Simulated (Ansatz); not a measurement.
Ansatz (an electronic-structure program) input (B3LYP-D3(BJ)/def2-TZVP):

Ansatz 0.2 input:
```yaml
crystal:
  periodic: [false, false, false]
  atoms:
    - {symbol: Mn, position_ang: [-0.00000000, -0.00000000, -0.91190951]}
    - {symbol: Cl, position_ang: [0.00000000, 0.00000000, 1.34104340]}
basis:
  gaussian:
    orbitals: def2-TZVP
hamiltonian:
  xc: b3lyp
  dispersion: d3bj
magnetization: {spin_polarized: true, initial_magnetization: 6}
phonons: {temperatures: {t_min: 298.15, t_max: 298.15, t_step: 100}}
```

Output:

```
Functional definition: B3LYP
integrals: 0.03 GiB planned
688 factors; integrals over basis functions are off by at most 3.6e-4 eV
mean field: 0.38 GiB planned
mean field evaluation 1: about -43838.7351 eV, gradient 4.6e1 eV
mean field evaluation 2: about -43808.0547 eV, gradient 1.2e2 eV
mean field evaluation 4: about -43845.5079 eV, gradient 3.2e0 eV
mean field evaluation 8: about -43845.6198 eV, gradient 4.1e-1 eV
mean field evaluation 16: about -43845.6211 eV, gradient 4.8e-5 eV
mean field -43845.62105729 eV, -1611.2968542259 hartree, gradient 4.8e-5 eV, S^2 12.003265; 0 other end points of the search recorded, 0 dependent functions left out
the calculation of the forces begins
reference -43845.62125007 eV, -1611.2968613105 hartree; 24, 18 occupied and 58, 64 virtual orbitals, 688 factors
these checks for a lower state are left out or cut short: stability, starts, cluster_reference, orbital_swaps, neighbouring_geometries, increment
integrals: 0.03 GiB planned
688 factors; integrals over basis functions are off by at most 3.6e-4 eV
mean field: 0.38 GiB planned
mean field -43845.62105727 eV, -1611.2968542254 hartree, gradient 4.7e-7 eV, S^2 12.003265; 0 other end points of the search recorded, 0 dependent functions left out
the calculation of the forces begins
reference -43845.62125005 eV, -1611.2968613100 hartree; 24, 18 occupied and 58, 64 virtual orbitals, 688 factors
these checks for a lower state are left out or cut short: stability, starts, cluster_reference, orbital_swaps, neighbouring_geometries, increment
integrals: 0.03 GiB planned
688 factors; integrals over basis functions are off by at most 3.6e-4 eV
mean field: 0.38 GiB planned
mean field evaluation 32: about -43845.6211 eV, gradient 4.7e-7 eV
mean field -43845.62105727 eV, -1611.2968542254 hartree, gradient 4.7e-7 eV, S^2 12.003265; 0 other end points of the search recorded, 0 dependent functions left out
the calculation of the forces begins
reference -43845.62125005 eV, -1611.2968613100 hartree; 24, 18 occupied and 58, 64 virtual orbitals, 688 factors
these checks for a lower state are left out or cut short: stability, starts, cluster_reference, orbital_swaps, neighbouring_geometries, increment
integrals: 0.03 GiB planned
688 factors; integrals over basis functions are off by at most 3.6e-4 eV
mean field: 0.38 GiB planned
mean field -43845.62105727 eV, -1611.2968542254 hartree, gradient 4.7e-7 eV, S^2 12.003265; 0 other end points of the search recorded, 0 dependent functions left out
the calculation of the forces begins
reference -43845.62125005 eV, -1611.2968613100 hartree; 24, 18 occupied and 58, 64 virtual orbitals, 688 factors
these checks for a lower state are left out or cut short: stability, starts, cluster_reference, orbital_swaps, neighbouring_geometries, increment
integrals: 0.03 GiB planned
688 factors; integrals over basis functions are off by at most 3.6e-4 eV
mean field: 0.38 GiB planned
mean field -43845.62105727 eV, -1611.2968542254 hartree, gradient 4.7e-7 eV, S^2 12.003265; 0 other end points of the search recorded, 0 dependent functions left out
the calculation of the forces begins
reference -43845.62125005 eV, -1611.2968613100 hartree; 24, 18 occupied and 58, 64 virtual orbitals, 688 factors
these checks for a lower state are left out or cut short: stability, starts, cluster_reference, orbital_swaps, neighbouring_geometries, increment
integrals: 0.03 GiB planned
688 factors; integrals over basis functions are off by at most 3.6e-4 eV
mean field: 0.38 GiB planned
mean field -43845.62104892 eV, -1611.2968539185 hartree, gradient 1.9e-6 eV, S^2 12.003271; 0 other end points of the search recorded, 0 dependent functions left out
the calculation of the forces begins
reference -43845.62124162 eV, -1611.2968610001 hartree; 24, 18 occupied and 58, 64 virtual orbitals, 688 factors
these checks for a lower state are left out or cut short: stability, starts, cluster_reference, orbital_swaps, neighbouring_geometries, increment
integrals: 0.03 GiB planned
688 factors; integrals over basis functions are off by at most 3.5e-4 eV
mean field: 0.38 GiB planned
mean field -43845.62099888 eV, -1611.2968520793 hartree, gradient 1.8e-6 eV, S^2 12.003260; 0 other end points of the search recorded, 0 dependent functions left out
the calculation of the forces begins
reference -43845.62119174 eV, -1611.2968591670 hartree; 24, 18 occupied and 58, 64 virtual orbitals, 688 factors
these checks for a lower state are left out or cut short: stability, starts, cluster_reference, orbital_swaps, neighbouring_geometries, increment
integrals: 0.03 GiB planned
688 factors; integrals over basis functions are off by at most 3.6e-4 eV
mean field: 0.38 GiB planned
mean field evaluation 64: about -43845.6211 eV, gradient 4.8e-5 eV
mean field -43845.62105727 eV, -1611.2968542254 hartree, gradient 4.7e-7 eV, S^2 12.003265; 0 other end points of the search recorded, 0 dependent functions left out
the calculation of the forces begins
reference -43845.62125005 eV, -1611.2968613100 hartree; 24, 18 occupied and 58, 64 virtual orbitals, 688 factors
these checks for a lower state are left out or cut short: stability, starts, cluster_reference, orbital_swaps, neighbouring_geometries, increment
integrals: 0.03 GiB planned
688 factors; integrals over basis functions are off by at most 3.6e-4 eV
mean field: 0.38 GiB planned
mean field -43845.62105727 eV, -1611.2968542254 hartree, gradient 4.7e-7 eV, S^2 12.003265; 0 other end points of the search recorded, 0 dependent functions left out
the calculation of the forces begins
reference -43845.62125005 eV, -1611.2968613100 hartree; 24, 18 occupied and 58, 64 virtual orbitals, 688 factors
these checks for a lower state are left out or cut short: stability, starts, cluster_reference, orbital_swaps, neighbouring_geometries, increment
integrals: 0.03 GiB planned
688 factors; integrals over basis functions are off by at most 3.6e-4 eV
mean field: 0.38 GiB planned
mean field -43845.62105727 eV, -1611.2968542254 hartree, gradient 4.7e-7 eV, S^2 12.003265; 0 other end points of the search recorded, 0 dependent functions left out
the calculation of the forces begins
reference -43845.62125005 eV, -1611.2968613100 hartree; 24, 18 occupied and 58, 64 virtual orbitals, 688 factors
these checks for a lower state are left out or cut short: stability, starts, cluster_reference, orbital_swaps, neighbouring_geometries, increment
integrals: 0.03 GiB planned
688 factors; integrals over basis functions are off by at most 3.6e-4 eV
mean field: 0.38 GiB planned
mean field -43845.62105727 eV, -1611.2968542254 hartree, gradient 4.7e-7 eV, S^2 12.003265; 0 other end points of the search recorded, 0 dependent functions left out
the calculation of the forces begins
reference -43845.62125005 eV, -1611.2968613100 hartree; 24, 18 occupied and 58, 64 virtual orbitals, 688 factors
these checks for a lower state are left out or cut short: stability, starts, cluster_reference, orbital_swaps, neighbouring_geometries, increment
integrals: 0.03 GiB planned
688 factors; integrals over basis functions are off by at most 3.5e-4 eV
mean field: 0.38 GiB planned
mean field -43845.62099888 eV, -1611.2968520793 hartree, gradient 1.8e-6 eV, S^2 12.003260; 0 other end points of the search recorded, 0 dependent functions left out
the calculation of the forces begins
reference -43845.62119174 eV, -1611.2968591670 hartree; 24, 18 occupied and 58, 64 virtual orbitals, 688 factors
these checks for a lower state are left out or cut short: stability, starts, cluster_reference, orbital_swaps, neighbouring_geometries, increment
integrals: 0.03 GiB planned
688 factors; integrals over basis functions are off by at most 3.6e-4 eV
mean field: 0.38 GiB planned
mean field evaluation 96: about -43845.5713 eV, gradient 2.0e-1 eV
mean field -43845.62104892 eV, -1611.2968539185 hartree, gradient 1.9e-6 eV, S^2 12.003271; 0 other end points of the search recorded, 0 dependent functions left out
the calculation of the forces begins
reference -43845.62124162 eV, -1611.2968610001 hartree; 24, 18 occupied and 58, 64 virtual orbitals, 688 factors
Total energy: -43845.68824316 eV, -1611.2993232613 hartree
Atom 0 at    -0.000000    -0.000000    -0.911910 Å, force    -0.000000    -0.000000    -0.000346 eV/Å
Atom 1 at     0.000000     0.000000     1.341043 Å, force     0.000000     0.000000     0.000346 eV/Å
Dipole moment:     0.000000    -0.000000    -0.671150 e Å
Vibrations: 367.41 cm⁻¹, zero-point energy 0.022776 eV
```

The spin state was set by rule; other spins were not relaxed.
